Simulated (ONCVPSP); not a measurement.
## Building the ONCV potential for Mn (PBEsol, scalar-relativistic).

ONCVPSP 4.0.1 input, shortened (lines: element, Z, core and valence counts, functional; n l f; lmax; l rc ep ncon nbas qcut; lloc lpopt rc5 dvloc0; l nproj debl; icmod fcfact rcfact), PBEsol, scalar-relativistic:

```
  Mn 25.00    3    4  -116133      upf
    1    0    2.00
    2    0    2.00
    2    1    6.00
    3    0    2.00
    3    1    6.00
    3    2    5.00
    4    0    2.00
    2
    0    1.35    0.00    5    8    8.90
    1    1.15    0.00    4    7   10.20
    2    1.45    0.00    3    8   10.20
    4    5    1.10    6.00
    0    2    2.30
    1    1    3.20
    2    2    2.00
    3    3.75    1.05
```

All-electron outer shells of the reference configuration (PBEsol, scalar-relativistic, ld1.x):

```csv
shell,level (eV),outermost node (bohr),outermost maximum (bohr)
2p,-629.76,–,0.19
3s,-85.64,0.34,0.74
3p,-54.48,0.31,0.75
3d,-6.79,–,0.76
4s,-5.12,1.05,2.51
```

Problem. Estimate the cutoffs (Ha) at which the residual kinetic energy of the hardest occupied pseudo-wave falls to 1 and 0.1 mHa per electron.

Solution. 41 Ha and 46 Ha.

Problem. Does the potential have ghost states?

Solution. No bound ghost flagged; no localised positive-energy state flagged.

Problem. Which valence shell sets the plane-wave cutoff?

Solution. 3d: 41 Ha for 1 mHa per electron, against 33 Ha for 3s.

Problem. Tests: 3s2 3p6 3d5 4s1; 3s2 3p6 3d5 4s0; 3s2 3p6 3d4 4s0; 3s2 3p6 3d5 4s1.5. Which has the largest error in its energy relative to the reference configuration, and how large is it?

Solution. 3s2 3p6 3d4 4s0, with +15 meV (all-electron minus pseudo) on +56.43 eV.
